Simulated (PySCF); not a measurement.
A run for PySCF: R-HF/STO-3G on H2OSeTe (SMILES O[Te][SeH]), a point of a torsion scan.

```python
from pyscf import gto, scf, dft, mp
from pyscf.data.elements import chemcore

mol = gto.M(
    atom='''
    O    -1.42717215    0.43624206   -0.35841603
    Te   -0.09213653   -0.86990370   -1.01367022
    Se    1.56643577   -0.51729159    0.80529292
    H    -1.99403870    0.07112272    0.32287384
    H     1.58772498   -1.86988201    1.33595503
    ''',
    basis='sto-3g',
    charge=0, spin=0, verbose=3, max_memory=1800)
mf = scf.RHF(mol)
mf.conv_tol = 1e-8
mf.max_cycle = 100
mf.kernel()
if not mf.converged:
    mf = mf.newton().run(mf.mo_coeff, mf.mo_occ)
```

Program output:

```
converged SCF energy = -8995.67421972775
```

The run converged.

Cost: roughly 0.7 core-seconds.
